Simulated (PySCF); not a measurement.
H₃S, SMILES [SH3+], charge +1. Atoms are numbered in the order given.

```xyz
4

S      0.0000     0.0000     0.1143
H      0.9950    -0.5745    -0.6098
H     -0.9950    -0.5745    -0.6098
H      0.0000     1.1489    -0.6098
```
Charge +1, spin multiplicity 1.

Geometry optimised at B3LYP-D3(BJ)/def2-TZVPD. The isomer is the one that the SMILES or the coordinates give; other isomers of the formula were not compared.

Computed with CAM-B3LYP/def2-TZVPD in PySCF.

Mulliken values depend strongly on the basis, most of all with diffuse functions as here. Atomic charges (e):

| atom | IAO | Mulliken |
|---|---|---|
| S1 | 0.43 | -0.04 |
| H2 | 0.19 | 0.35 |
| H3 | 0.19 | 0.35 |
| H4 | 0.19 | 0.35 |
